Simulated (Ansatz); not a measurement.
Al(Cl)(Me)(SeH) (CH4AlClSe), SMILES [CH3][Al]([Cl])[SeH].

Geometry optimised at B3LYP-D3(BJ)/def2-SVP. The structure was generated by enumeration; whether it is a known compound was not checked. One conformer was computed; it need not be the lowest.

Two levels are set side by side: PBE/def2-SVPD (Ansatz, a program for electronic structure) and PBE0/def2-SVPD (Ansatz). Energy differences of separate SCF runs at the same geometry; the states with an electron removed or added have multiplicity 2 and 2. Differences are taken from unrounded values.

```csv
quantity,PBE0,PBE,PBE minus PBE0
vertical ionisation energy (eV),9.64,9.44,-0.20
vertical singlet–triplet gap (eV),5.06,4.87,-0.19
```
